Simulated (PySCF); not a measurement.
CH₃Cl₂NSi₂, SMILES [Si]1(Cl)(Cl)[SiH2]C=N1.

Geometry optimised at B3LYP-D3(BJ)/def2-SVP. The structure was generated by enumeration, and PubChem lists no compound with its InChIKey, so it may never have been made.

Calculation: PBE/def2-TZVP in PySCF.

The molecule is in vacuum.

The total energy comes out as -1593.42576 hartree and the point group is Cs. The highest occupied level is -5.99 eV, the lowest empty level is -2.78 eV and the orbital gap is 3.21 eV. The dipole moment is 2.65 D and the quadrupole, principal values (traceless, Buckingham form, about the centre of nuclear charge) is -4.18, -2.17, 6.35 D·Å. The mean static polarisability is 95.5 bohr³ (14.16 Å³) and the polarisability, principal values is 82.2, 87.8, 116.6 bohr³.
